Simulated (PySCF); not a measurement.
CH₅ClF₂Si₂, SMILES FC[Si@](F)([SiH3])Cl.

Geometry: B3LYP-D3(BJ)/def2-SVP. The structure was generated by enumeration; whether it is a known compound was not checked. The values are those of a single conformer.

Two levels are set side by side: PBE/def2-TZVP (PySCF) and ωB97X/def2-TZVP (PySCF). Same geometry, gas phase. Differences are taken from unrounded values.

| quantity | PBE |
|---|---|
| orbital gap (eV) | 5.62 |
| highest occupied level (eV) | -7.04 |
| lowest empty level (eV) | -1.42 |
| dipole moment (D) | 1.20 |
| mean polarisability (bohr³) | 80.7 |

Q: These are the PBE values. What does ωB97X give? (An estimate is asked for; the answer gives what the named calculation found.)

A: 
```csv
quantity,ωB97X,PBE minus ωB97X
orbital gap (eV),12.25,-6.63
highest occupied level (eV),-10.65,3.62
lowest empty level (eV),1.60,-3.02
dipole moment (D),1.28,-0.08
mean polarisability (bohr³),75.9,4.9
```

PBE's occupied levels lie high since its potential decays too fast outside the molecule; exact exchange lowers them and widens the gap. PBE's more diffuse valence density responds more strongly to a field. Differences between two approximate levels are no errors against the true value.

Rough cost on one machine, each run with all the roots and properties that it gave: ωB97X against PBE within a factor of 2.
